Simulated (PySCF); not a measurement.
H5Si, SMILES [SiH5-], charge -1. Atoms are numbered in the order given.

```xyz
6

Si     0.0000     0.0000     0.0000
H      0.0000     0.0000     1.6219
H      0.0000     0.0000    -1.6219
H      1.5325     0.0000     0.0000
H     -0.7663     1.3272     0.0000
H     -0.7663    -1.3272     0.0000
```
Charge -1, spin multiplicity 1.

Geometry: PBE0-D3(BJ)/def2-TZVPD.

Computed with PySCF with r2SCAN/def2-TZVPD.

Mulliken values depend strongly on the basis, most of all with diffuse functions as here. Atomic charges (e):

```tsv
atom	IAO	Mulliken
Si1	[?]	-0.68
H2	[?]	-0.09
H3	[?]	-0.09
H4	[?]	-0.05
H5	[?]	-0.05
H6	[?]	-0.05
```

What belongs in the gaps? (An estimate is asked for; the answer gives what the named calculation found.)


- Si1, IAO: 0.33
- H2, IAO: -0.35
- H3, IAO: -0.35
- H4, IAO: -0.21
- H5, IAO: -0.21
- H6, IAO: -0.21
